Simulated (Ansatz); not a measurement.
Ligand exchange: GeH2(CH3)2 + CH2I2 → GeH2(CH3)I + C2H5I

Gas-phase species: GeH2(CH3)2, singlet; CH2I2 (diiodomethane) `ICI`, singlet; GeH2(CH3)I, singlet; C2H5I `CCI`, singlet. The partners trade CH3 for I: Ge–CH3 and C–I bonds give way to Ge–I and C–CH3.

Shapes, held fixed at every level: PBE0-D4/def2-TZVP. Programs: Ansatz 0.2.0. The zero-point and thermal change to 298 K, harmonic and unscaled (PBE0-D4/def2-TZVP), is +6.5 kJ/mol.

```csv
level,kind,ΔH(298 K) (kJ/mol),less CCSD(T)/def2-TZVPP
PBE-D4/def2-TZVPP,GGA,-116.5,-2.0
r2SCAN-D4/def2-TZVPP,meta-GGA,-123.7,-9.2
B3LYP-D4/def2-TZVPP,global hybrid,-120.3,-5.8
wB97X-V/def2-TZVPP,range-separated hybrid,-122.5,-8.0
B2PLYP/def2-TZVPP,double hybrid,-119.6,-5.1
MP2/def2-TZVPP,perturbation theory,-115.1,-0.6
CCSD(T)/def2-SVP,coupled cluster or CI,-136.8,-22.3
CCSD(T)/def2-TZVPP,coupled cluster or CI,-114.5,0.0
```

The highest level, CCSD(T)/def2-TZVPP, gives ΔH(298 K) = -114.5 kJ/mol; the levels span -136.8 to -114.5. The column of differences is taken from that level and isn't an error. No measured value is set beside it here. For atoms past krypton def2 sets carry core potentials with scalar relativity. Relativity is left out for Ge. Outer-core shells of Ge, I are correlated, in sets that cover them unevenly.
